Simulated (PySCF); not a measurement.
Structure with atom numbers: `[F:1][c:2]1[cH:3][cH:4][cH:5][cH:6][c:7]1-[c:8]1[cH:9][cH:10][cH:11][cH:12][cH:13]1`. Hydrogens are named by the atom that carries them.

- geometry from PBE0-D3(BJ)/def2-SVP
- B3LYP/pcJ-1 coupling constants (spin–dipole term only in couplings to heteroatoms)
- shieldings: GIAO HF/pcSseg-1
- program: PySCF 2.14.0 with density-fitted response routines
- non-relativistic Hamiltonian, no solvent, single conformer, rapidly exchanging positions averaged

**Question.** List the cross peaks expected in HSQC, COSY and HMBC spectra.

**Answer.** 

HSQC (one-bond C–H):
| δH | δC | $^{1}J$(C,H) (Hz) |
| --- | --- | --- |
| 7.83 (H(C9)/H(C13)) | 138.1 (C9/C13) | 167 |
| 7.76 (H(C6)) | 139.9 (C6) | 167 |
| 7.63 (H(C10)/H(C12)) | 135.4 (C10/C12) | 167 |
| 7.60 (H(C4)) | 137.2 (C4) | 169 |
| 7.55 (H(C11)) | 135.6 (C11) | 167 |
| 7.49 (H(C3)) | 122.8 (C3) | 169 |
| 7.42 (H(C5)) | 130.5 (C5) | 169 |

COSY cross peaks (|J| ≥ 2 Hz):
| δH | δH | abs. J (Hz) | bonds |
| --- | --- | --- | --- |
| 7.83 (H(C9)/H(C13)) | 7.63 (H(C10)/H(C12)) | 8.8 | 3 |
| 7.76 (H(C6)) | 7.42 (H(C5)) | 8.6 | 3 |
| 7.63 (H(C10)/H(C12)) | 7.55 (H(C11)) | 8.3 | 3 |
| 7.60 (H(C4)) | 7.49 (H(C3)) | 9.2 | 3 |
| 7.60 (H(C4)) | 7.42 (H(C5)) | 8.2 | 3 |

HMBC (two and three bonds, |J| ≥ 2.5 Hz):
| δH | δC [abs. J in Hz] |
| --- | --- |
| 7.83 (H(C9)/H(C13)) | 138.1 (C9/C13) [6.8], 135.6 (C11) [8.1], 134.8 (C7) [4.2] |
| 7.76 (H(C6)) | 165.8 (C2) [10.2], 142.4 (C8) [4.6], 137.2 (C4) [9.8] |
| 7.63 (H(C10)/H(C12)) | 142.4 (C8) [8.2], 135.4 (C10/C12) [8.3] |
| 7.60 (H(C4)) | 165.8 (C2) [11.2], 139.9 (C6) [9.1] |
| 7.55 (H(C11)) | 138.1 (C9/C13) [8.1] |
| 7.49 (H(C3)) | 165.8 (C2) [4.7], 134.8 (C7) [4.5], 130.5 (C5) [8.6] |
| 7.42 (H(C5)) | 139.9 (C6) [2.5], 134.8 (C7) [8.4], 122.8 (C3) [8.6] |

Referencing at the same level of theory: $^{1}$H (31.69 ppm), $^{13}$C (190.85 ppm) against TMS.

Short H···H contacts in this conformer between protons four or more bonds apart (candidates for NOE cross peaks, intensity ∝ r⁻⁶): H(C6)···H(C9) 2.37 Å.

Common functionals overestimate the size of one-bond C–F couplings by tens of Hz; these are unscaled. Unscaled 3J(H,H) at this level run about 10 % above measured values. Shifts are as computed. Against solution values, carbons near 30 ppm lie about -0 ppm off and those near 130 ppm about +7 ppm (rms about the fit 1.9 ppm; single classes can miss by 10 ppm). Of 1328 compounds with measured shifts, 309 miss one by over three times the rms of a fit or turn the order of signals round; such compounds aren't used in these exercises. Signals without a measured value on file couldn't be tested in this way.
